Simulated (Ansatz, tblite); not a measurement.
Isomers of Cu$_{5}$H$_{4}$ (doublet), found by a short tight-binding search and relaxed with B3LYP-D4/def2-SVP in Ansatz.

The xTB rows come from tblite. Correlated methods freeze 45 core orbitals.

Run but left out: HF/STO-3G (A: ⟨S²⟩ 7.24, where a pure state has 0.75).

A: At LDA (SPW92)/def2-TZVP, PBE-D4/def2-SVP, PBE-D4/def2-TZVP, revPBE-D4/def2-TZVP and others the gap within one spin of the charge 0 doublet nearly closes, so an electron or hole may be smeared out by delocalisation error.

Other spin states weren't relaxed.

A:

```xyz
9

Cu   -2.7428   -4.3357    1.6247
Cu    0.9776    3.1267   -1.6083
Cu    0.1543    1.0952   -0.5010
Cu    0.1232   -0.9520    0.8709
Cu   -0.7705   -3.2145    1.0979
H    -0.2710    0.5989    0.9592
H     0.5158    1.5822   -1.9690
H     0.6299   -2.4660    0.8875
H     1.3834    4.5654   -1.3620
```

B:

```tsv
atom	x (Å)	y (Å)	z (Å)
Cu1	0.212	1.984	-1.182
Cu2	-0.888	1.171	0.775
Cu3	1.026	-2.489	-0.249
Cu4	-0.425	-1.233	1.141
Cu5	0.866	-0.306	-1.175
H6	1.064	1.054	-2.161
H7	-0.687	2.617	-0.001
H8	0.148	-2.767	1.120
H9	-1.316	-0.031	1.733
```

C:

```xyz
9

Cu    1.5118    2.8006    0.9350
Cu    0.5248    1.1109   -0.4006
Cu   -0.6419   -0.9202   -1.3862
Cu    0.6996    0.8771    2.0047
Cu   -0.4517   -1.0577    1.1270
H    -1.1030   -1.8558   -0.0960
H     0.0698    0.4521   -1.8292
H    -0.6922   -0.8869   -2.9278
H     0.0827   -0.5201    2.5730
```

D:

```xyz
9

Cu    1.412    0.860    0.436
Cu   -0.663    1.443   -0.631
Cu   -1.270   -0.885   -0.732
Cu   -0.746    0.125    1.521
Cu    0.810   -1.469    0.336
H    -0.466   -2.258   -0.329
H    -1.884    0.544   -1.259
H     0.695    2.221   -0.136
H     2.113   -0.581    0.795
```

Task: Estimate which lies lowest at each level, and how far above it the others are (kcal/mol).

Result: 
```tsv
level	A	B	C	D
GFN1-xTB	48.9	4.5	22.2	0.0
GFN2-xTB	0.0	14.5	20.7	45.6
HF/def2-TZVP	31.3	0.0	26.2	3.5
LDA (SPW92)/def2-TZVP	72.8	15.8	35.1	0.0
PBE-D4/def2-SVP	74.2	17.2	37.4	0.0
PBE-D4/def2-TZVP	58.7	11.3	30.6	0.0
revPBE-D4/def2-TZVP	56.5	10.9	30.6	0.0
r2SCAN-D4/def2-TZVP	65.4	12.0	34.1	0.0
r2SCANh-D4/def2-TZVP	66.2	11.1	35.0	0.0
PBE0-D4/def2-SVP	75.7	14.5	40.1	0.0
PBE0-D4/def2-TZVP	63.3	9.7	34.5	0.0
RPA@PBE/def2-TZVP	47.2	8.5	33.3	0.0
MP2/def2-TZVP	62.8	7.4	80.4	0.0
```
Point groups (tolerance 0.1 Å): A not assigned, B not assigned, C not assigned, D C4v. Lower isomers may exist. From def2-SVP to def2-TZVP the PBE0 values move by up to 12.4 kcal/mol, so results in the small set are rough.
